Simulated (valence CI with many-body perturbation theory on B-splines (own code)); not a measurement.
Level structure of Zn15+

Calculated by configuration interaction combined with many-body perturbation theory (CI+MBPT): five valence electrons over a frozen Dirac-Fock core [Ne], a basis of 9 s, 9 p, 8 d, 6 f, 3 g, 1 h functions for each j, with the one-electron correlation potential Σ1, the two-electron term Σ2, the three-electron term Σ3, Breit, model QED; selected CI, second order for the rest, scaled by the run's own slope (own B-spline code, finite nucleus).

No measured levels were compared; by estimate levels of excited configurations hold to 0.05 to 0.15 % of their energy, terms of the ground configuration to about 0.5 %. Among the levels kept, up to 1600 cm⁻¹ of a level comes from second order outside the variational space, and about a tenth of that is noise between levels of different J, which matters for small intervals.

Levels 1 to 32 of 32, with energies above the lowest level, 3s²3p³ ⁴S°_3/2. "Leading %" is the weight of the configuration and term that name the level; weights of strongly mixed levels are sums over their largest components and can fall short, so below about 35 % the name and the second component can differ from the true leading terms, or belong to a minority configuration. In the jj column 3d3/2^4 stands for four electrons in 3d with j = 3/2.

```csv
No.,Configuration,Term,J,E (cm⁻¹),Leading %,Second component,Leading jj
1,3s²3p³,⁴S°,3/2,0,89,7 % 3s²3p³ ²P°,3s^2 3p1/2^2 3p3/2 (48 %)
2,3s²3p³,²D°,3/2,50554,77,15 % 3s²3p³ ²P°,3s^2 3p1/2 3p3/2^2 (56 %)
3,3s²3p³,²D°,5/2,62734,97,,3s^2 3p1/2 3p3/2^2 (97 %)
4,3s²3p³,²P°,1/2,97952,96,,3s^2 3p1/2 3p3/2^2 (96 %)
5,3s²3p³,²P°,3/2,117120,74,19 % 3s²3p³ ²D°,3s^2 3p3/2^3 (86 %)
6,3s3p⁴,⁴P,5/2,360390,86,9 % 3s²3p²3d ⁴P,3s 3p1/2^2 3p3/2^2 (73 %)
7,3s3p⁴,⁴P,3/2,381350,87,10 % 3s²3p²3d ⁴P,3s 3p1/2 3p3/2^3 (71 %)
8,3s3p⁴,⁴P,1/2,389000,85,10 % 3s²3p²3d ⁴P,3s 3p1/2^2 3p3/2^2 (33 %)
9,3s3p⁴,²D,3/2,447080,72,19 % 3s²3p²3d ²D,3s 3p1/2 3p3/2^3 (43 %)
10,3s3p⁴,²D,5/2,453460,75,19 % 3s²3p²3d ²D,3s 3p1/2 3p3/2^3 (65 %)
11,3s²3p²3d,²P,3/2,508770,49,42 % 3s3p⁴ ²P,3s 3p1/2 3p3/2^3 (34 %)
12,3s3p⁴,²S,1/2,514460,35,29 % 3s3p⁴ ²P,3s 3p1/2^2 3p3/2^2 (37 %)
13,3s²3p²3d,⁴F,3/2,543550,88,5 % 3s²3p²3d ⁴D,3s^2 3p1/2^2 3d3/2 (51 %)
14,3s3p⁴,²S,1/2,546980,44,23 % 3s²3p²3d ²P,3s 3p3/2^4 (43 %)
15,3s²3p²3d,⁴F,5/2,552130,84,11 % 3s²3p²3d ⁴D,3s^2 3p1/2 3p3/2 3d3/2 (50 %)
16,3s²3p²3d,⁴F,7/2,565160,89,7 % 3s²3p²3d ⁴D,3s^2 3p1/2 3p3/2 3d5/2 (68 %)
17,3s²3p²3d,²F,5/2,567990,75,16 % 3s²3p²3d ⁴D,3s^2 3p1/2 3p3/2 3d3/2 (69 %)
18,3s²3p²3d,²F,7/2,577560,52,41 % 3s²3p²3d ⁴D,3s^2 3p1/2 3p3/2 3d5/2 (55 %)
19,3s²3p²3d,⁴D,1/2,578440,91,4 % 3s3p⁴ ²P,3s^2 3p1/2 3p3/2 3d3/2 (70 %)
20,3s²3p²3d,⁴F,9/2,579300,91,6 % 3s²3p²3d ²G,3s^2 3p1/2 3p3/2 3d5/2 (57 %)
21,3s²3p²3d,⁴D,3/2,579830,87,6 % 3s²3p²3d ⁴F,3s^2 3p1/2 3p3/2 3d3/2 (46 %)
22,3s²3p²3d,⁴D,5/2,589480,65,21 % 3s²3p²3d ²F,3s^2 3p1/2 3p3/2 3d5/2 (52 %)
23,3s²3p²3d,⁴D,7/2,610110,48,40 % 3s²3p²3d ²F,3s^2 3p3/2^2 3d5/2 (84 %)
24,3s²3p²3d,²G,7/2,640490,90,6 % 3s²3p²3d ²F,3s^2 3p1/2 3p3/2 3d3/2 (39 %)
25,3s²3p²3d,²P,3/2,644290,44,42 % 3s3p⁴ ²P,3s^2 3p1/2 3p3/2 3d5/2 (36 %)
26,3s²3p²3d,²G,9/2,648840,91,6 % 3s²3p²3d ⁴F,3s^2 3p3/2^2 3d5/2 (57 %)
27,3s²3p²3d,⁴P,5/2,656420,79,8 % 3s3p⁴ ⁴P,3s^2 3p1/2 3p3/2 3d5/2 (47 %)
28,3s²3p²3d,⁴P,3/2,663900,70,8 % 3s3p⁴ ⁴P,3s^2 3p1/2 3p3/2 3d3/2 (38 %)
29,3s²3p²3d,⁴P,1/2,666220,48,18 % 3s²3p²3d ²P,3s^2 3p1/2 3p3/2 3d3/2 (53 %)
30,3s²3p²3d,⁴P,1/2,674730,34,31 % 3s²3p²3d ²P,3s^2 3p3/2^2 3d3/2 (48 %)
31,3s²3p²3d,²D,3/2,677810,72,11 % 3s²3p²3d ⁴P,3s^2 3p3/2^2 3d3/2 (37 %)
32,3s²3p²3d,²D,5/2,697790,80,10 % 3s3p⁴ ²D,3s^2 3p3/2^2 3d5/2 (36 %)
```

Names give the largest LS component (configuration and term), which can be under half, so a name can repeat, a term be missing and a line seem to break the LS rules; names also repeat where a configuration has a term twice.

The ionisation energy to 3s²3p² ³P0 of the next ion comes out as 534.6 eV (NIST: 540 ± 1 eV (semi-empirical), further off than twice its uncertainty). All 32 levels together are meant to be complete up to 704820 cm⁻¹.
